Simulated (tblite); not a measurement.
Species: BH8NSi2.
SMILES with atom numbers: `[BH2:1][SiH2:2][NH:3][SiH3:4]` (hydrogens: H5, H6 on B1; H7, H8 on Si2; H9 on N3; H10, H11, H12 on Si4)

Cartesian coordinates in Å at the GFN2-xTB level; atoms count from 1:
```xyz
12
BH8NSi2 angstrom
B      2.0251    0.3482    0.7596
Si     0.9061   -0.8550   -0.2924
N     -0.6723   -0.1795   -0.6281
Si    -1.7908    0.6188    0.4205
H      3.0774   -0.0046    1.1315
H      1.7146    1.4422    1.0298
H      1.4208   -1.1510   -1.6485
H      0.7107   -2.1938    0.3194
H     -1.1106   -0.5726   -1.4464
H     -2.7298    1.3337   -0.4465
H     -1.0223    1.5339    1.2610
H     -2.5276   -0.3210    1.2787
```

Computed values, GFN2-xTB/tblite, gas phase, harmonic and unscaled. This tight-binding method is rough: wavenumbers can miss measured ones by several per cent, in bad cases by 10 to 20. Modes of hydrogen on boron and silicon can be 10 to 20 % off. One conformer, not necessarily the lowest. The optimisation stopped once no atom felt more than 0.01 eV/Å.

Lowest wavenumbers of the output (negative numbers stand for imaginary wavenumbers):
```
mode    cm-1
  1     -46.0
  2      45.3
  3      87.7
  4     152.5
  5     244.1
  6     364.4
  7     411.3
  8     561.8
  9     565.1
 10     620.7
```

Task: Is this structure a minimum?

Result: Not by this Hessian. 1 mode is imaginary beyond 20i (46i cm⁻¹), so at this level the point lies at or near a first-order saddle. The curvature is small, so loose convergence or finite differences may be the whole cause.

Task: Which atoms move in the imaginary mode?

Result: 46i: H6 (B–H hydrogen) 38 %, H5 (B–H hydrogen) 31 %, H11 (Si–H hydrogen) 11 %. These are shares of the mass-weighted motion.

Task: What is the remedy?

Result: Step along that mode in both directions, optimise again with tighter thresholds and repeat the frequencies. The zero-point energy of this point (47.0 kcal/mol) counts the 29 real modes alone, and thermal corrections from it aren't those of a minimum.
